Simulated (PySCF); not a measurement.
Compound: CH6ClGeP.
Structure used (PBE0-D3(BJ)/def2-SVP), in Å, numbered top down from 1:
```
atom  x, y, z in Å
C1    -1.076   -0.902   -0.127
Ge2   -0.185    0.770    0.310
P3     2.126    0.744    0.099
Cl4   -0.872    2.239   -1.136
H5    -0.765   -1.690    0.575
H6    -0.808   -1.204   -1.149
H7    -2.166   -0.774   -0.066
H8    -0.590    1.303    1.697
H9     2.245   -0.436    0.901
H10    2.061    0.001   -1.120
```

Computed with MP2 and CCSD/aug-cc-pVDZ in PySCF, restricted Hartree–Fock reference, 20 core orbitals frozen, non-relativistic, gas phase, PBE0-D3(BJ)/def2-SVP geometry.

E(HF) = -2917.00680 Eh.

**Question.** How large is the problem?

**Answer.** 167 basis functions and 76 electrons; 20 orbitals frozen, which leaves o = 18 correlated occupied and v = 129 virtual orbitals. That is o·v = 2322 singles and o·v(o·v + 1)/2 = 2697003 distinct closed-shell doubles amplitudes before symmetry; the costliest CCSD step grows as o²v⁴ = 9.0 × 10^10.

**Question.** What are the MP2 and CCSD correlation energies?

**Answer.** MP2 -0.5560 Eh and CCSD -0.6169 Eh, which gives totals of -2917.56277 and -2917.62366 Eh. That is 0.466 eV for each correlated electron at CCSD (1620 kJ/mol in all, 0.021 % of the total energy); MP2 gives 90.1 % of the CCSD value.

**Question.** What is the T1 diagnostic?

**Answer.** 0.0100, below the customary warning level of 0.02. It is the norm of the spatial-orbital singles amplitudes over the root of the number of correlated electrons, so the norm is 0.060.

**Question.** How does correlation change the dipole moment?

**Answer.** HF gives 3.04 D and CCSD (unrelaxed density) 2.75 D, a change of -0.29 D.

Connected triples and the basis-set limit are missing.

The job also held the EOM ionisation roots. Hardware: one thread, Intel Xeon Platinum 8259CL at 2.50 GHz (x86_64), on a shared host. Cost: 6.0 min of wall time, 3.0 GiB resident at most.

One conformer stands for the species.
